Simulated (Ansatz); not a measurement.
Compare A (`C[B](F)[SnH3]`) with its isomer B (`[BH2][SnH2][CH2]F`).

Gas-phase electronic energies from Ansatz, PBE0-D4/def2-TZVP geometries. CCSD(T)/CBS is the MP2 limit (def2-TZVPP, def2-QZVPP) plus CCSD(T) − MP2 in def2-TZVPP, frozen cores. Functionals use def2-TZVPP. B3LYP here is the variant with VWN-RPA as its local correlation; programs differ in this. Elements past krypton have def2 core potentials. For Sn outer-core shells are correlated without core-valence functions, which leaves a few kJ/mol of doubt a bond. One conformer a species, not always the lowest.

Question: Which isomer does CCSD(T)/CBS put lower? Give the gap. (An estimate is asked.)

Answer: The calculation gave: A, by 68.6 kcal/mol.

Question: Give E(B) − E(A) in kcal/mol with CCSD(T)/def2-TZVPP, CCSD/def2-TZVPP, r2SCAN-D4, ωB97M-V, HF/def2-TZVPP, B3LYP-D4, B3LYP. (Best estimate.)

Answer: Computed: CCSD(T)/def2-TZVPP 69.0, CCSD/def2-TZVPP 68.8, r2SCAN-D4 71.3, ωB97M-V 70.1, HF/def2-TZVPP 67.5, B3LYP-D4 69.0, B3LYP 68.9. None reverses the order clearly.

Largest T1 diagnostic: 0.014.

In def2-TZVPP, CCSD(T) changes the Hartree–Fock value by +1.5 kcal/mol (the triples alone add +0.2 kcal/mol) and MP2 by +3.1 kcal/mol.
